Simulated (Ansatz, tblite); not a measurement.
Forces on AlGaAs2 at its r2SCAN-D4/def2-SVP geometry. Total charge 0; singlet.

The xTB rows come from tblite. The restricted singlet is unstable towards broken spin symmetry in Hartree–Fock (as tested in another run); at PBE-D4/def2-TZVP this wasn't settled. Another isomer (singlet) lies 0.94 eV lower at PBE0-D4/def2-TZVP; other spin states weren't run for this one.

GFN1-xTB (tblite), largest force 1.66 eV/Å:

```xyz
4
positions Å, forces eV/Å
Al   -0.925   -1.185   -0.679   -0.131   -1.058    0.246
Ga    0.551    1.609    0.057    0.842    1.328    0.522
As    1.349   -0.576   -0.637   -0.513   -0.085   -0.255
As   -0.975    0.152    1.258   -0.198   -0.184   -0.513
```

GFN2-xTB (tblite), largest force 1.41 eV/Å:

```
Al 0.086 -0.233 0.195
Ga 0.454 1.331 0.046
As -0.129 -0.593 -0.236
As -0.412 -0.505 -0.005
```

PBE-D4/def2-TZVP (Ansatz), largest force 0.29 eV/Å:

```
Al -0.166 -0.168 -0.139
Ga 0.070 0.282 -0.022
As 0.185 -0.100 -0.032
As -0.090 -0.014 0.193
```
